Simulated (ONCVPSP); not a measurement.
## Si: ONCV pseudisation with PBEsol, scalar-relativistic reference atom.

- Element: Si (Z = 14)
- Generator: ONCVPSP 4.0.1
- Type: optimised norm-conserving Vanderbilt (ONCV)
- Functional: PBEsol
- Relativity: scalar-relativistic
- Frozen core: [He]
- Valence charge: 12
- Reference configuration: 2s2 2p6 3s1.75 3p2.25
- Partial waves: 2s+3s: rc 1.10 bohr, ncon 4, nbas 7, qcut 11 1/bohr, 3 projectors, debl 0.5 Ha; 2p+3p: rc 1.10 bohr, ncon 4, nbas 7, qcut 14.4 1/bohr, 2 projectors; d scattering state at 0.43 Ha: rc 1.10 bohr, ncon 3, nbas 7, qcut 10.3 1/bohr, local
- Local potential: the d channel
- Core correction: Teter function fitted to the true core (icmod 2), fcfact 0.3

- Cutoffs needed: 75 Ha and 85 Ha (the cutoffs (Ha) at which the residual kinetic energy of the hardest occupied pseudo-wave falls to 1 and 0.1 mHa per electron)
- Ghost test: no bound ghost flagged; no localised positive-energy state flagged
- Largest excitation error: +3.4 meV (all-electron minus pseudo) for 2s2 2p6 3s2 3p0, out of 4 test configurations
- rms error of d²Exc/dni dnj: 1.71 mHa without and 1.30 mHa with the model core
